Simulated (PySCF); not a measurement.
UHF on Se³⁺ (selenium, charge +3)

Configuration: [Ar] 3d10 4s2 4p1, 2P determinant. All numbers are calculated (PySCF 2.14, scalar relativity through the core potential, in aug-cc-pVDZ-PP with ECP10MDF (5s4p3d, 32 functions)).

```json
{
  "Total energy": "-369.629406 hartree",
  "One-electron energy": "-625.0390 hartree",
  "Hartree (Coulomb) energy": "282.1992 hartree",
  "Exchange energy": "-26.7896 hartree",
  "⟨S²⟩": "0.7568",
  "⟨L²⟩": "2.021",
  "Sum of ⟨r⟩": "16.13 bohr",
  "Sum of ⟨r²⟩": "18.28 bohr²",
  "Traceless quadrupole moment −½Σ⟨3z² − r²⟩ along its main axis": "-1.68 e·bohr²"
}
```

| shell | electrons | mean orbital energy (eV) | spread (eV) | rms radius, mean of both spins (bohr) |
| --- | --- | --- | --- | --- |
| 3s α | 1 | -279.25 | 0 | 0.614 |
| 3s β | 1 | -278.95 | 0 | 0.614 |
| 3p α | 3 | -221.46 | 0.014 | 0.637 |
| 3p β | 3 | -221.12 | 0.835 | 0.637 |
| 3d α | 5 | -107.30 | 0.413 | 0.685 |
| 3d β | 5 | -107.08 | 0.812 | 0.685 |
| 4s α | 1 | -55.586 | 0 | 1.77 |
| 4s β | 1 | -52.446 | 0 | 1.77 |
| 4p α | 1 | -42.216 | 0 | 2.03 |

Energies and moments cover only the electrons outside the core potential.
